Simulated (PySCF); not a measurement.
Gas-phase reaction: 2 SnF4 + 3 H2 = 2 SnH3F + 6 F

Method: PySCF energies plus ideal-gas RRHO corrections (1 bar). † marks an energy on the PBE0/def2-TZVP geometry and frequencies; other levels use their own. CCSD(T) freezes the core. Open shells (unrestricted): F (multiplicity 2, electronic degeneracy 6); the rest are closed-shell singlets. Spin-orbit splitting is ignored; it lowers the true energy and changes the entropy of F. Sn: scalar-relativistic def2 core potential, no spin-orbit coupling. SnH3F: computed as isolated molecules; such fragments, hydroxides, amides, oligomers or adducts are transient or little studied in the gas. CCSD(T) isn't extrapolated to the basis-set limit; its ΔH°(298 K) is 2047.4 kJ in def2-SVP and 2203.7 kJ in def2-TZVPP. The harmonic model lacks anharmonicity and excited electronic states, which grow with temperature; levels with a mode under 35 cm⁻¹ are left out.

| level | ΔE electronic, kJ | ΔH°(298 K), kJ | ΔS°(298 K), J/K | ΔG°(600 K), kJ |
|---|---|---|---|---|
| CCSD(T)/def2-SVP† | 2056 | 2047 | 452 | 1778 |
| HF/def2-TZVP† | 1468 | 1459 | 452 | 1190 |
| M06-2X/def2-TZVP† | 2349 | 2340 | 452 | 2071 |
| PBE/def2-TZVP† | 2375 | 2366 | 452 | 2097 |
| PBE0/def2-QZVP† | 2226 | 2217 | 452 | 1948 |
| PBE0/def2-SVP† | 2089 | 2080 | 452 | 1811 |
| PBE0/def2-TZVP | 2203 | 2194 | 452 | 1925 |
| ωB97M-V/def2-TZVP† | 2266 | 2257 | 452 | 1988 |
ΔH° is lowest at HF/def2-TZVP† and highest at PBE/def2-TZVP†. No reference value is set beside these.
